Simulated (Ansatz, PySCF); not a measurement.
This PySCF input computes a CAM-B3LYP/def2-TZVPD energy:

```python
from pyscf import gto, scf, dft

mol = gto.M(
    atom='''
    Se   -0.00000000   -0.00000000   -0.00000000
    O     1.60032656   -0.03134173   -0.04661645
    O    -0.77295480    1.40217965    0.02517160
    O    -0.82737176   -1.37083792    0.02144485
    ''',
    basis='def2-tzvpd',
    charge=0,
    spin=0,
    verbose=4,
)

mf = dft.RKS(mol, xc='camb3lyp').density_fit(auxbasis='def2-universal-jkfit')
mf.grids.level = 3
mf.conv_tol = 1e-9
mf.max_cycle = 100
mf.max_memory = 1500
mf.kernel()
if not mf.converged:
    mf = mf.newton()
    mf.kernel(mf.make_rdm1())
mf.analyze()
```

Write an input for the same energy in Ansatz (a first-principles code) and say what it gives.


Ansatz 0.2 input:
```yaml
crystal:
  periodic: [false, false, false]
  atoms:
    - {symbol: Se, position_ang: [-0.00000000, -0.00000000, -0.00000000]}
    - {symbol: O, position_ang: [1.60032656, -0.03134173, -0.04661645]}
    - {symbol: O, position_ang: [-0.77295480, 1.40217965, 0.02517160]}
    - {symbol: O, position_ang: [-0.82737176, -1.37083792, 0.02144485]}
basis:
  gaussian:
    orbitals: def2-TZVPD
hamiltonian:
  xc: {name: CAM-B3LYP}
output: {forces: true}
```
It gives -2627.23205 Eh, and PySCF -2627.23209 Eh, a difference of 0.04 mEh, from the treatment of integrals and grids.
